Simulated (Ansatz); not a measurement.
Cost and result for the atomization energy of CH2FInSe (`F[C](=[Se])[InH2]`) (6 atoms, 5 bonds).

The species carries charge 0 and has multiplicity 1. Correlated methods include outer-core shells of In, Se, which these sets cover unevenly. Scalar relativity is left out up to krypton. In: def2 effective core potential. The geometry is a stationary point of PBE0-D4/def2-TZVP. Program: Ansatz. All runs use 4 threads of a server CPU on a shared host. Times are those of one run each, without the atoms' runs, and a repeat can differ threefold. Electronic energies, without spin–orbit coupling; frozen cores. CCSD(T)/CBS adds CCSD(T) − MP2 in def2-TZVPP to the MP2 limit, and its time is that of the two runs behind it. T1 = 0.018; the RHF reference is unstable towards UHF. With those shells the extrapolation isn't a true limit. B3LYP takes the VWN-RPA correlation (the form of Gaussian; ORCA's B3LYP/G).

CCSD(T)/CBS is a level of theory with its own doubt, some kJ/mol a heavy atom from the limit and from the frozen cores, so smaller differences don't rank the functionals.

```json
{"level": "revPBE-D4/def2-TZVPP", "functions": "188", "wall time": "1.4 s"}
{"level": "BLYP-D4/def2-TZVPP", "functions": "188", "wall time": "1.6 s"}
{"level": "PBE0-D4/def2-TZVPP", "functions": "188", "wall time": "2 s"}
{"level": "CAM-B3LYP-D4/def2-TZVPP", "functions": "188", "wall time": "2.5 s"}
{"level": "B3LYP-D4/def2-TZVPP (with forces)", "functions": "188", "wall time": "3.2 s"}
{"level": "r2SCAN-D4/def2-TZVPP (with forces)", "functions": "188", "wall time": "3.6 s"}
{"level": "CCSD(T)/def2-SVP", "functions": "96", "wall time": "4.6 s"}
{"level": "B2PLYP/def2-TZVPP", "functions": "188", "wall time": "4.6 s"}
{"level": "ωB97X-V/def2-TZVPP", "functions": "188", "wall time": "6 s"}
{"level": "ωB97M-V/def2-TZVPP (with forces)", "functions": "188", "wall time": "9 s"}
{"level": "MP2/def2-QZVPP", "functions": "345", "wall time": "12 s"}
{"level": "CCSD(T)/def2-TZVPP", "functions": "188", "wall time": "76 s"}
{"level": "CCSD(T)/CBS(def2)", "functions": "–", "wall time": "88 s"}
```

Question: What atomization energy does each give, and how far from CCSD(T)/CBS? (Estimate.)

Answer: The calculation gave: 
| level | atomization (kJ/mol) | difference from CCSD(T)/CBS | per bond |
| --- | --- | --- | --- |
| revPBE-D4/def2-TZVPP | 1609.1 | -10.4 | -2.1 |
| BLYP-D4/def2-TZVPP | 1608.6 | -10.9 | -2.2 |
| PBE0-D4/def2-TZVPP | 1604.5 | -15.0 | -3.0 |
| CAM-B3LYP-D4/def2-TZVPP | 1591.7 | -27.8 | -5.6 |
| B3LYP-D4/def2-TZVPP (with forces) | 1583.4 | -36.1 | -7.2 |
| r2SCAN-D4/def2-TZVPP (with forces) | 1627.8 | 8.3 | 1.7 |
| CCSD(T)/def2-SVP | 1481.1 | -138.4 | -27.7 |
| B2PLYP/def2-TZVPP | 1570.9 | -48.6 | -9.7 |
| ωB97X-V/def2-TZVPP | 1613.7 | -5.8 | -1.2 |
| ωB97M-V/def2-TZVPP (with forces) | 1601.6 | -17.9 | -3.6 |
| MP2/def2-QZVPP | 1632.3 | 12.8 | 2.6 |
| CCSD(T)/def2-TZVPP | 1560.6 | -58.9 | -11.8 |
| CCSD(T)/CBS(def2) | 1619.5 | 0.0 | 0.0 |

Leaving LDA and LC-ωPBE aside and taking each functional with its dispersion term where it has one, the values, not all of them listed here, spread over 185.6 kJ/mol, from BHLYP-D4 to PBE-D4. LDA lies +308.7 kJ/mol from PBE without D4, its usual overbinding. The D4 term adds +23.6 kJ/mol with B3LYP and +12.1 kJ/mol with PBE0; it sums over pairs of atoms, weighted by their polarisabilities, and B3LYP, whose exchange is more repulsive, gets the larger term. From BLYP to BHLYP (50 % exact exchange), in def2-TZVPP and without D4, the atomization energy moves by −108.0 kJ/mol: exact exchange takes away binding that semilocal exchange gives to molecules.

Spin–orbit coupling would lower the free In atoms strongly, and the atomization energy with them, by more than many differences here. For some Ge, Se and Sn compounds the MP2-based and the directly extrapolated limit differ by 10 to 25 kJ/mol.
